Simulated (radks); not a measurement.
Task: Radial electron density D(r) = 4 pi r^2 rho(r) of an atom or ion with 35 electrons. Method: scalar-relativistic Kohn-Sham, BLYP, spin-polarised, spherical densities, finite nucleus; Fermi nuclear charge, rms radius of each element as measured or else 0.836 A^(1/3) + 0.57 fm; computed with a radial shooting solver on a logarithmic mesh with Libxc functionals.

```
   r/bohr * D(r) (the largest magnitude, 73.9, reaches the edge; | marks zero)
 0.001088 |*
 0.001395 | *
 0.001802 | *
 0.002309 |   *
 0.002958 |     *
 0.003821 |       *
 0.004897 |           *
 0.006275 |                *
 0.008106 |                      *
  0.01039 |                             *
  0.01331 |                                   *
   0.0172 |                                         *
  0.02204 |                                           *
  0.02824 |                                         *
  0.03648 |                                      *
  0.04674 |                                     *
   0.0599 |                                         *
  0.07737 |                                                  *
  0.09915 |                                                      *
   0.1271 |                                                *
   0.1641 |                                     *
   0.2103 |                                   *
   0.2695 |                                         *
   0.3482 |                                        *
   0.4461 |                         *
   0.5717 |            *
   0.7385 |        *
   0.9464 |       *
    1.213 |   *
    1.567 |*
    2.007 *
    2.572 *
```

What is the nuclear charge?

Result: Z = 46. The innermost maximum, from 1s, lies near gamma/Z bohr with gamma = sqrt(1 - (Z/c)^2) = 0.942, here 0.0205 bohr (found: 0.0224), and its height grows with Z. The density is that of the palladium ion Pd11+ in [Ar] 3d10 4s1 4p6; the configuration itself is not fixed sharply by these data, and Z only to a few units. D(r) has 3 maxima, at r = 0.0224, 0.0984, 0.299 bohr, and minima at 0.0442, 0.194 bohr, inside which lie 2.01, 11.11 electrons.
